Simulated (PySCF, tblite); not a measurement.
Compound: 2-(chloromethyl)-1,3-dioxolane, C4H7ClO2.
Atom-mapped SMILES: `[Cl:1][CH2:2][CH:3]1[O:4][CH2:5][CH2:6][O:7]1` (hydrogens: H8, H9 on C2; H10 on C3; H11, H12 on C5; H13, H14 on C6)

Computed with GFN2-xTB (tblite), gas phase: nudged elastic band of 9 images (0 to 8), spring 0.2 eV/Å², climbing image at the end, force threshold 0.05 eV/Å. No saddle search or frequency run followed, so the top image need not be a first-order saddle, and its height can exceed the method's true barrier by a kcal/mol or more.

Path: rotation about C2–C3 (sp3 C–Cl carbon, sp3 carbon bearing two oxygens), followed by the dihedral Cl1–C2–C3–O7.

Image 0 (start, dihedral 61°):
```
atom  x, y, z in Å
Cl1     1.460    0.120    1.767
C2      1.829    0.145    0.031
C3      0.569    0.043   -0.849
O4     -0.140   -1.144   -0.650
C5     -1.218   -0.868    0.229
C6     -1.337    0.668    0.227
O7     -0.320    1.103   -0.659
H8      2.480   -0.704   -0.174
H9      2.337    1.086   -0.179
H10     0.916    0.066   -1.895
H11    -1.003   -1.257    1.230
H12    -2.106   -1.363   -0.172
H13    -2.292    1.018   -0.169
H14    -1.177    1.087    1.226
```

Image 8 (end, -0.024 eV, dihedral -172°):
```
atom  x, y, z in Å
Cl1     2.848   -1.234    0.403
C2      1.705    0.108    0.225
C3      0.587   -0.280   -0.760
O4     -0.266   -1.261   -0.255
C5     -1.296   -0.594    0.448
C6     -1.292    0.835   -0.136
O7     -0.209    0.839   -1.050
H8      2.247    0.969   -0.166
H9      1.299    0.331    1.211
H10     1.031   -0.651   -1.692
H11    -1.091   -0.589    1.526
H12    -2.225   -1.134    0.261
H13    -2.199    1.069   -0.695
H14    -1.138    1.591    0.642
```

Task: What do the inner images look like?

Result: 
Image 1: +0.018 eV, dihedral 78°
```
atom  x, y, z in Å
Cl1     1.526   -0.221    1.744
C2      1.827    0.158    0.036
C3      0.570   -0.002   -0.848
O4     -0.149   -1.170   -0.593
C5     -1.230   -0.842    0.265
C6     -1.333    0.694    0.186
O7     -0.314    1.073   -0.721
H8      2.606   -0.521   -0.303
H9      2.165    1.193   -0.015
H10     0.920   -0.030   -1.891
H11    -1.023   -1.181    1.285
H12    -2.119   -1.348   -0.117
H13    -2.283    1.035   -0.229
H14    -1.165    1.163    1.162
```

Image 2: +0.055 eV, dihedral 94°
```
atom  x, y, z in Å
Cl1     1.643   -0.542    1.667
C2      1.822    0.166    0.049
C3      0.572   -0.043   -0.845
O4     -0.159   -1.189   -0.540
C5     -1.238   -0.811    0.300
C6     -1.332    0.719    0.141
O7     -0.305    1.045   -0.777
H8      2.692   -0.308   -0.400
H9      1.993    1.235    0.174
H10     0.924   -0.122   -1.884
H11    -1.034   -1.098    1.337
H12    -2.129   -1.333   -0.056
H13    -2.278    1.044   -0.297
H14    -1.171    1.237    1.093
```

Image 3: +0.084 eV, dihedral 110°
```
atom  x, y, z in Å
Cl1     1.796   -0.825    1.538
C2      1.812    0.170    0.070
C3      0.574   -0.082   -0.841
O4     -0.173   -1.204   -0.491
C5     -1.244   -0.778    0.333
C6     -1.331    0.742    0.095
O7     -0.294    1.016   -0.831
H8      2.732   -0.072   -0.460
H9      1.823    1.216    0.377
H10     0.931   -0.216   -1.871
H11    -1.038   -1.013    1.383
H12    -2.139   -1.313    0.006
H13    -2.271    1.050   -0.366
H14    -1.177    1.308    1.021
```

Image 4 (top): +0.093 eV, dihedral 125°
```
atom  x, y, z in Å
Cl1     1.987   -1.050    1.365
C2      1.799    0.172    0.093
C3      0.578   -0.121   -0.830
O4     -0.186   -1.217   -0.438
C5     -1.254   -0.744    0.361
C6     -1.327    0.764    0.050
O7     -0.280    0.986   -0.879
H8      2.722    0.172   -0.485
H9      1.669    1.139    0.578
H10     0.942   -0.311   -1.848
H11    -1.054   -0.931    1.423
H12    -2.152   -1.287    0.057
H13    -2.262    1.055   -0.434
H14    -1.182    1.373    0.950
```

Image 5: +0.076 eV, dihedral 141°
```
atom  x, y, z in Å
Cl1     2.209   -1.209    1.150
C2      1.786    0.169    0.119
C3      0.583   -0.159   -0.811
O4     -0.197   -1.228   -0.375
C5     -1.270   -0.710    0.387
C6     -1.324    0.783    0.006
O7     -0.263    0.954   -0.920
H8      2.665    0.409   -0.477
H9      1.543    1.011    0.767
H10     0.959   -0.406   -1.812
H11    -1.087   -0.852    1.458
H12    -2.169   -1.257    0.095
H13    -2.249    1.061   -0.503
H14    -1.186    1.431    0.879
```

Image 6: +0.038 eV, dihedral 157°
```
atom  x, y, z in Å
Cl1     2.439   -1.298    0.901
C2      1.772    0.160    0.146
C3      0.588   -0.196   -0.785
O4     -0.207   -1.236   -0.307
C5     -1.288   -0.674    0.409
C6     -1.319    0.801   -0.038
O7     -0.243    0.921   -0.954
H8      2.568    0.627   -0.432
H9      1.451    0.834    0.939
H10     0.978   -0.496   -1.767
H11    -1.127   -0.770    1.490
H12    -2.188   -1.224    0.125
H13    -2.235    1.064   -0.572
H14    -1.190    1.487    0.808
```

Image 7: 0.000 eV, dihedral 173°
```
atom  x, y, z in Å
Cl1     2.671   -1.309    0.629
C2      1.760    0.142    0.177
C3      0.592   -0.235   -0.755
O4     -0.223   -1.244   -0.241
C5     -1.309   -0.636    0.430
C6     -1.315    0.818   -0.083
O7     -0.222    0.885   -0.982
H8      2.438    0.815   -0.347
H9      1.399    0.614    1.091
H10     0.996   -0.582   -1.716
H11    -1.170   -0.686    1.516
H12    -2.211   -1.187    0.155
H13    -2.218    1.066   -0.644
H14    -1.191    1.539    0.734
```

The largest changes of bonds and angles from start to top: C2–C3 1.541 → 1.559 Å, C3–O7 1.396 → 1.401 Å, C3–H10 1.102 → 1.098 Å, C3–O4 1.396 → 1.392 Å, C2–C3–O7 113.1 → 110.6°, C2–C3–H10 106.4 → 108.8°, H8–C2–H9 111.0 → 109.7°. GFN2-xTB torsional profiles can miss by a kcal/mol or more and can put conformers in the wrong order.

Task: What do single points at PBE0/pcSseg-1 (PySCF, no dispersion term) give on some images?

Result: 
```json
{"image": "0", "GFN2-xTB E (eV)": "0.000", "DFT E (eV)": "0.000", "HOMO (eV)": "-7.50", "LUMO (eV)": "1.01", "dipole (D)": "0.69"}
{"image": "2", "GFN2-xTB E (eV)": "0.055", "DFT E (eV)": "0.116", "HOMO (eV)": "-7.58", "LUMO (eV)": "0.95", "dipole (D)": "1.15"}
{"image": "4", "GFN2-xTB E (eV)": "0.093", "DFT E (eV)": "0.214", "HOMO (eV)": "-7.68", "LUMO (eV)": "0.92", "dipole (D)": "1.88"}
{"image": "6", "GFN2-xTB E (eV)": "0.038", "DFT E (eV)": "0.115", "HOMO (eV)": "-7.67", "LUMO (eV)": "0.87", "dipole (D)": "2.60"}
{"image": "8", "GFN2-xTB E (eV)": "-0.024", "DFT E (eV)": "0.020", "HOMO (eV)": "-7.73", "LUMO (eV)": "0.72", "dipole (D)": "3.10"}
```

Energies count from image 0 at each level. At the GFN2-xTB top the DFT energy is 4.9 kcal/mol against 2.1; the geometries weren't optimised at the DFT level.

What follows is the cost of the whole band run. The run took about 6 s of CPU time (one thread, shared machine).
